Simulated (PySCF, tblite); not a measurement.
Parent: `[CH3:1][NH:2][p:3]1[cH:4][cH:5][cH:6][cH:7]1` with C1–N2–P3–C4 -174°, C5H8NP.

Structures optimised with GFN2-xTB, isolated species. One conformer each, not checked by frequencies here.

```tsv
coordinate of the parent	value
C1–N2	1.452 Å
N2–P3	1.707 Å
P3–C4	1.810 Å
C4–C5	1.342 Å
C5–C6	1.446 Å
C6–C7	1.342 Å
P3–C7	1.825 Å
C1–N2–P3	118.6°
N2–P3–C4	100.3°
N2–P3–C7	107.8°
C4–P3–C7	88.7°
P3–C4–C5	111.1°
C4–C5–C6	114.1°
C5–C6–C7	114.0°
P3–C7–C6	110.7°
```

Question: How does the shared frame change in `[CH3:1][CH2:2][P+:3]1([NH:4][CH3:5])[CH:6]=[CH:7][CH:8]=[CH:9]1` (charge +1) with C1–C2–P3–N4 174°, C2–P3–N4–C5 180°, [C7H13NP]+? Atoms pair as C1 = C5, N2 = N4, P3 = P3, C4 = C6, C5 = C7, C6 = C8, C7 = C9 (parent first).

Answer: 
```
  parent  relative  value in the relative  change
   C1–N2     C5–N4                1.463 Å  +0.011
   N2–P3     N4–P3                1.646 Å  -0.061
   P3–C4     P3–C6                1.813 Å  +0.003
   C4–C5     C6=C7                1.339 Å  -0.003
   C5–C6     C7–C8                1.464 Å  +0.018
   C6–C7     C8=C9                1.340 Å  -0.002
   P3–C7     P3–C9                1.800 Å  -0.025
C1–N2–P3  C5–N4–P3                 120.4°    +1.8
N2–P3–C4  N4–P3–C6                 119.0°   +18.7
N2–P3–C7  N4–P3–C9                 110.5°    +2.7
C4–P3–C7  C6–P3–C9                  92.6°    +3.9
P3–C4–C5  P3–C6–C7                 108.1°    -3.0
C4–C5–C6  C6–C7–C8                 115.4°    +1.3
C5–C6–C7  C7–C8–C9                 115.4°    +1.4
P3–C7–C6  P3–C9–C8                 108.5°    -2.2
```

Of the parent's bonds, N2–P3 changes most (-0.061 Å). Bonds of the relative outside the shared frame: C1–C2 1.524, C2–P3 1.818 Å.

Question: How does the shared frame change in `[CH3:1][NH:2][P:3]1(=[N:4][SiH3:5])[CH:6]=[CH:7][CH:8]=[CH:9]1` with C1–N2–P3–N4 -169°, C5H11N2PSi? Atoms pair as C1 = C1, N2 = N2, P3 = P3, C4 = C9, C5 = C8, C6 = C7, C7 = C6 (parent first).

Answer: 
```csv
parent,relative,value in the relative,change
C1–N2,C1–N2,1.448 Å,-0.004
N2–P3,N2–P3,1.659 Å,-0.048
P3–C4,P3–C9,1.818 Å,+0.008
C4–C5,C9=C8,1.337 Å,-0.005
C5–C6,C8–C7,1.458 Å,+0.012
C6–C7,C7=C6,1.337 Å,-0.005
P3–C7,P3–C6,1.827 Å,+0.002
C1–N2–P3,C1–N2–P3,122.5°,+3.9
N2–P3–C4,N2–P3–C9,107.7°,+7.4
N2–P3–C7,N2–P3–C6,113.5°,+5.7
C4–P3–C7,C9–P3–C6,90.7°,+2.0
P3–C4–C5,P3–C9–C8,109.3°,-1.8
C4–C5–C6,C9–C8–C7,115.1°,+1.0
C5–C6–C7,C8–C7–C6,115.1°,+1.1
P3–C7–C6,P3–C6–C7,109.1°,-1.6
```

Of the parent's bonds, N2–P3 changes most (-0.048 Å). Bonds of the relative outside the shared frame: P3=N4 1.563, N4–Si5 1.721 Å. Point group C1 → C1.

Question: How does the shared frame change in `[CH3:1][N:2]=[P:3]1([NH:4][CH3:5])[CH:6]=[CH:7][CH:8]=[CH:9]1` with N2–P3–N4–C5 -34°, C6H11N2P? Atoms pair as C1 = C5, N2 = N4, P3 = P3, C4 = C6, C5 = C7, C6 = C8, C7 = C9 (parent first).

Answer: 
```json
{"parent": "C1–N2", "relative": "C5–N4", "value in the relative": "1.450 Å", "change": "-0.002"}
{"parent": "N2–P3", "relative": "N4–P3", "value in the relative": "1.662 Å", "change": "-0.045"}
{"parent": "P3–C4", "relative": "P3–C6", "value in the relative": "1.825 Å", "change": "+0.015"}
{"parent": "C4–C5", "relative": "C6=C7", "value in the relative": "1.338 Å", "change": "-0.004"}
{"parent": "C5–C6", "relative": "C7–C8", "value in the relative": "1.457 Å", "change": "+0.011"}
{"parent": "C6–C7", "relative": "C8=C9", "value in the relative": "1.337 Å", "change": "-0.005"}
{"parent": "P3–C7", "relative": "P3–C9", "value in the relative": "1.838 Å", "change": "+0.013"}
{"parent": "C1–N2–P3", "relative": "C5–N4–P3", "value in the relative": "120.5°", "change": "+1.9"}
{"parent": "N2–P3–C4", "relative": "N4–P3–C6", "value in the relative": "105.5°", "change": "+5.2"}
{"parent": "N2–P3–C7", "relative": "N4–P3–C9", "value in the relative": "113.6°", "change": "+5.8"}
{"parent": "C4–P3–C7", "relative": "C6–P3–C9", "value in the relative": "90.0°", "change": "+1.3"}
{"parent": "P3–C4–C5", "relative": "P3–C6–C7", "value in the relative": "109.7°", "change": "-1.4"}
{"parent": "C4–C5–C6", "relative": "C6–C7–C8", "value in the relative": "115.1°", "change": "+1.0"}
{"parent": "C5–C6–C7", "relative": "C7–C8–C9", "value in the relative": "115.0°", "change": "+1.0"}
{"parent": "P3–C7–C6", "relative": "P3–C9–C8", "value in the relative": "109.4°", "change": "-1.3"}
```

Of the parent's bonds, N2–P3 changes most (-0.045 Å). Bonds of the relative outside the shared frame: C1–N2 1.443, N2=P3 1.563 Å. Point group C1 → C1.

Question: How does the shared frame change in `[CH3:1][NH:2][P:3]1(=[NH:4])[CH:5]=[CH:6][CH:7]=[CH:8]1` with C1–N2–P3–N4 -47°, C5H9N2P? Atoms pair as C1 = C1, N2 = N2, P3 = P3, C4 = C8, C5 = C7, C6 = C6, C7 = C5 (parent first).

Answer: 
| parent | relative | value in the relative | change |
| --- | --- | --- | --- |
| C1–N2 | C1–N2 | 1.458 Å | +0.006 |
| N2–P3 | N2–P3 | 1.679 Å | -0.028 |
| P3–C4 | P3–C8 | 1.824 Å | +0.014 |
| C4–C5 | C8=C7 | 1.336 Å | -0.006 |
| C5–C6 | C7–C6 | 1.456 Å | +0.010 |
| C6–C7 | C6=C5 | 1.336 Å | -0.006 |
| P3–C7 | P3–C5 | 1.828 Å | +0.003 |
| C1–N2–P3 | C1–N2–P3 | 113.3° | -5.3 |
| N2–P3–C4 | N2–P3–C8 | 104.2° | +3.9 |
| N2–P3–C7 | N2–P3–C5 | 105.0° | -2.8 |
| C4–P3–C7 | C8–P3–C5 | 90.5° | +1.8 |
| P3–C4–C5 | P3–C8–C7 | 109.4° | -1.7 |
| C4–C5–C6 | C8–C7–C6 | 115.2° | +1.1 |
| C5–C6–C7 | C7–C6–C5 | 115.2° | +1.2 |
| P3–C7–C6 | P3–C5–C6 | 109.3° | -1.4 |

Of the parent's bonds, N2–P3 changes most (-0.028 Å). Bonds of the relative outside the shared frame: P3=N4 1.563 Å. Point group C1 → C1.

Question: How does the shared frame change in `[CH3:1][NH:2][P+:3]1([CH3:4])[CH:5]=[CH:6][CH:7]=[CH:8]1` (charge +1) with C1–N2–P3–C4 56°, [C6H11NP]+? Atoms pair as C1 = C1, N2 = N2, P3 = P3, C4 = C5, C5 = C6, C6 = C7, C7 = C8 (parent first).

Answer: 
```tsv
parent	relative	value in the relative	change
C1–N2	C1–N2	1.464 Å	+0.012
N2–P3	N2–P3	1.650 Å	-0.057
P3–C4	P3–C5	1.796 Å	-0.014
C4–C5	C5=C6	1.341 Å	-0.001
C5–C6	C6–C7	1.462 Å	+0.016
C6–C7	C7=C8	1.340 Å	-0.002
P3–C7	P3–C8	1.813 Å	-0.012
C1–N2–P3	C1–N2–P3	122.0°	+3.4
N2–P3–C4	N2–P3–C5	109.1°	+8.8
N2–P3–C7	N2–P3–C8	119.7°	+11.9
C4–P3–C7	C5–P3–C8	92.8°	+4.1
P3–C4–C5	P3–C5–C6	108.3°	-2.8
C4–C5–C6	C5–C6–C7	115.5°	+1.4
C5–C6–C7	C6–C7–C8	115.4°	+1.4
P3–C7–C6	P3–C8–C7	107.9°	-2.8
```

Of the parent's bonds, N2–P3 changes most (-0.057 Å). Bonds of the relative outside the shared frame: P3–C4 1.806 Å. Point group C1 → C1.

The numbers are calculated, not measured.
